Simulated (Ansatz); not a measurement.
Input file for Ansatz (an electronic-structure program): R-PBE0/def2-TZVPPD on C2H4OS (a complex), monomers drawn apart or pushed together. Files ending in .json are basis or fitting sets from the Basis Set Exchange.

Ansatz 0.2 input:
```yaml
crystal:
  periodic: [false, false, false]
  atoms:
    - {symbol: C, position_ang: [0.05611706, 0.10762318, 0.88784107]}
    - {symbol: O, position_ang: [-0.74108450, 0.26186650, 0.10879923]}
    - {symbol: C, position_ang: [0.23121018, -0.66390705, 4.03432401]}
    - {symbol: S, position_ang: [-1.21324009, 0.39934134, 3.71381063]}
    - {symbol: H, position_ang: [0.76779119, -0.34068737, 4.92360897]}
    - {symbol: H, position_ang: [-0.16196857, -1.66457642, 4.20569502]}
    - {symbol: H, position_ang: [0.89528094, -0.68657672, 3.17315000]}
    - {symbol: H, position_ang: [-0.53817597, 1.54669527, 3.53770048]}
basis:
  gaussian:
    orbitals: def2-TZVPPD.json
hamiltonian:
  xc: {name: PBE0}
scf: {lower_state_search: off}
```

Q: Predict the final total energy.

A: -551.7694 hartree.
